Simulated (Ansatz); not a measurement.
Input file for Ansatz (a program for electronic structure): R-PBE/def2-TZVPP on H2O2W (SMILES [OH][W][OH]), 2S+1 = 1, a spin state set in the input, which need not be the lowest. Elements past Kr take the def2 small-core potentials; no spin–orbit coupling.

Ansatz 0.2 input:
```yaml
crystal:
  periodic: [false, false, false]
  atoms:
    - {symbol: W, position_ang: [-0.00705763, 0.00513429, -0.00756660]}
    - {symbol: O, position_ang: [1.32414108, 0.25643591, -1.24078087]}
    - {symbol: H, position_ang: [2.01372538, 0.38847532, -1.88859213]}
    - {symbol: O, position_ang: [-1.34204371, -0.24545948, 1.22162076]}
    - {symbol: H, position_ang: [-2.04243628, -0.37483948, 1.85830461]}
basis:
  gaussian:
    orbitals: def2-TZVPP
hamiltonian:
  xc: {name: PBE}
```

Program output:

```
WARN ansatz: RAYON_NUM_THREADS=1 ignored (pool sized by the plan → 1); use --threads N
Functional definition: PBE
integrals: 0.04 GiB planned
755 factors; their error is unknown
mean field: 0.40 GiB planned
mean field evaluation 1: about -5939.0817 eV, gradient 8.4e1 eV
mean field evaluation 2: about -5784.8330 eV, gradient 2.5e2 eV
mean field evaluation 4: about -5947.9535 eV, gradient 2.9e1 eV
mean field evaluation 8: about -5950.2774 eV, gradient 7.8e-1 eV
mean field evaluation 16: about -5950.2749 eV, gradient 1.6e-3 eV
mean field evaluation 32: about -5946.6315 eV, gradient 2.2e1 eV
mean field evaluation 64: about -5947.8752 eV, gradient 6.6e0 eV
mean field -5950.27489727 eV, -218.6685692336 hartree, gradient 4.6e-6 eV, S^2 0.000000; 4 other end points of the search recorded, 0 dependent functions left out
reference -5950.27493839 eV, -218.6685707446 hartree; 16, 16 occupied and 130, 130 virtual orbitals, 755 factors
Total energy: -5950.27493839 eV, -218.6685707446 hartree
```

The run converged.

Cost: very roughly 10 core-seconds.
